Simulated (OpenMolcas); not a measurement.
A calculation on V.

```json
{"Program": "OpenMolcas 26.06", "Method": "MS-RASPT2, IPEA 0.25 Eh, imaginary shift 0.1 Eh (closed shells correlated: 3s 3p)", "Basis": "ANO-RCC-VTZP [6s5p3d2f1g]", "Scalar Hamiltonian": "DKH2, point nucleus", "Active space": "5 electrons in 9 orbitals (RAS2 3d 4s; RAS3 4p, at most 2 electrons)", "State averaging": "2S+1 = 4 even, 50 roots (45 in the spin-orbit step); 2S+1 = 6 even, 5 roots kept (CI in the orbitals of an earlier block); 2S+1 = 2 even, 88 roots kept (CI in the orbitals of an earlier block, 58 in the spin-orbit step); 2S+1 = 4 odd, 70 roots (51 in the spin-orbit step); 2S+1 = 6 odd, 40 roots kept (CI in the orbitals of an earlier block, 30 in the spin-orbit step); 2S+1 = 2 odd, 84 roots kept (CI in the orbitals of an earlier block, 21 in the spin-orbit step)", "Spin-orbit coupling": "state interaction with AMFI integrals over the reference wave functions, term energies averaged over their components"}
```

(1) Which level of the active space comes out lowest?

(2) How high does 3d³ 4s² ⁴P_3/2 lie?

(3) How high does 3d³ 4s² ⁴F_5/2 lie?

(4) How high does 3d⁴ 4s ⁶D_1/2 lie?

Measured values: NIST Handbook of Basic Atomic Spectroscopic Data.

Results:

(1) 3d³ 4s² ⁴F_3/2, with 99 % of that term; it is also the measured ground level.

(2) 8050 cm⁻¹ above the lowest level; measured 9637 cm⁻¹ above the ground level, so the calculation is off by -16 %.

(3) 123 cm⁻¹ above the lowest level; measured 137 cm⁻¹ above the ground level, so the calculation is off by -10 %.

(4) 6040 cm⁻¹ above the lowest level; measured 2112 cm⁻¹ above the ground level, so the calculation is off by +186 %.

Term energies are means over components that CASPT2 splits; among the terms shown or strongly mixed into the levels shown the widest spread is 3200 cm-1 (3d³ 4s² ⁴F). Over all roots computed the reference weight is 0.83 to 0.93; the roots of lowest weight are the least certain, and an intruder state may touch them. Some high roots are left out of the spin-orbit mixing, which shifts the levels that they would mix with. Terms from blocks run as CI alone lack orbitals of their own. A single d shell beside an s shell can misplace configurations of different d count against each other. Some terms miss by over 15 % even with CASPT2, which points to a basis or an active space too small for the shells correlated. Computed and measured levels are paired by configuration, term and J; levels that our copy of the source lacks, or whose pairing is in doubt (as where it misses far off the trend of its configuration), stay unpaired and out of the deviations. Levels of configurations outside the active space are missing.
